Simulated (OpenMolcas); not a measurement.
**V3+: ligand-field states by method**

V3+ with 4 ligands (chloride) in tetrahedral coordination (Td) at 2.33 Å. A charge of +0.25 e stands 2.4 Å behind each ligand. Ligand basis ANO-RCC-VDZP.
```
V     0.0000    0.0000    0.0000
Cl    1.3452    1.3452    1.3452
Cl    1.3452   -1.3452   -1.3452
Cl   -1.3452    1.3452   -1.3452
Cl   -1.3452   -1.3452    1.3452
```

- Program: OpenMolcas
- Basis: ANO-RCC-VTZP [6s5p3d2f1g]
- Scalar Hamiltonian: DKH2, point nucleus
- Active space: 2 electrons in 5 orbitals (3d)
- State averaging: 2S+1 = 3 even, 10 roots; 2S+1 = 1 even, 15 roots
- Spin-orbit coupling: state interaction with AMFI integrals over the reference wave functions

I. CASSCF
II. SS-CASPT2, IPEA 0.25 Eh, imaginary shift 0.1 Eh (closed shells correlated: 3s 3p and the ligand valence shells)
III. SS-CASPT2, IPEA 0 Eh, imaginary shift 0.1 Eh (closed shells correlated: 3s 3p and the ligand valence shells)

Spin-free states (labels of Td) in cm-1, each column counted from its own energy of the first state listed:

| State | Degeneracy | I | II | III |
| --- | --- | --- | --- | --- |
| 3A2 | 1 | 0 | 0 | 0 |
| 3T2 | 3 | 4915 | 4300 | 3580 |
| 3T1 | 3 | 8479 | 8880 | 8370 |
| 1E | 2 | 13907 | 9010 | 8890 |
| 1T2 | 3 | 18031 | 13160 | 12470 |
| 3T1 | 3 | 20103 | 17000 | 16230 |
| 1A1 | 1 | 21583 | 15730 | 14940 |
| 1T1 | 3 | 22781 | 17660 | 17090 |
| 1E | 2 | 25217 | 21830 | 21420 |
| 1T2 | 3 | 26343 | 22550 | 22090 |
| 1A1 | 1 | 50240 | 38900 | 37560 |

From I to II, I's first state of the same spin (3T2) moves from 4915 to 4300 cm-1, by about -610 cm-1.

From I to II, I's first state of another spin (1E) moves from 13907 to 9010 cm-1, by about -4900 cm-1.

χT at 300 K: I 0.97, II 0.97, III 0.96 cm3 K/mol.

Roots that are degenerate in the reference are averaged as groups; the widest CASPT2 spread within a group is 1000 cm-1 (the 3-fold group of multiplicity 1 near 17100 cm-1 above the lowest state of its run, III). Shifts and gaps below about the spread of the groups concerned are not significant. Over all roots computed the reference weight is 0.71 to 0.73 in II, 0.70 to 0.73 in III; a low but even weight reflects the number of correlated electrons. Ligand-to-metal charge-transfer states are missing. With no ligand orbital active B as a rule stays too high, so bands that hang on it stand too high and its fall with covalency is understated. Without dynamic correlation the repulsion within the d shell is too large (B by tens of per cent), so at a given field states of lower spin stand too high (holds for I). With metal d orbitals alone and no dynamic correlation the field as a rule comes out too small, by tens of per cent, by up to half for chloride and softer ligands (holds for I). These CASPT2 states fit no ligand-field parameters well, so their order and spin gaps are uncertain (holds for II; III). With one d shell and no ligand orbital active, 10Dq can be off by a tenth or more (holds for II; III). The distance lies 3 % over the 2.27 Å that this model takes as the normal distance (a Shannon-type radius plus a fixed donor radius); by an R⁻⁵ law this alone changes a d-shell field by about -12 %. No measured value stands beside these numbers; the geometry is a model, was not optimised and need not be the one that this ion takes.
